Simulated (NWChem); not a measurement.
System: C3H2BrF; SMILES C=C=C(F)Br

Here is an NWChem input.

```
start job
memory heap 200 mb stack 900 mb global 1100 mb
geometry units angstroms noautoz
  C      1.035182     2.698247     0.000000
  C      0.267654     1.639705     0.000000
  C     -0.479500     0.568223     0.000000
  F     -1.803484     0.585618     0.000000
  Br     0.227930    -1.172888     0.000000
  H      1.369144     3.162073    -0.936093
  H      1.369144     3.162073     0.936093
end
basis spherical
  * library 3-21g
end
dft
  xc pbe0
  iterations 150
  mulliken
end
task dft energy
```

Structure relaxed at the PBE0/def2-SVP level.

Q: Give the results of this calculation. (PBE0/3-21G.) Quantities: basis functions; energy (Ha); highest occupied level (eV); orbital gap (eV); dipole (D).

A: 
| Quantity | Value |
|---|---|
| number of basis functions | 62 |
| energy (Ha) | -2775.34 |
| highest occupied level (eV) | -7.03 |
| orbital gap (eV) | 6.09 |
| dipole (D) | 1.86 |
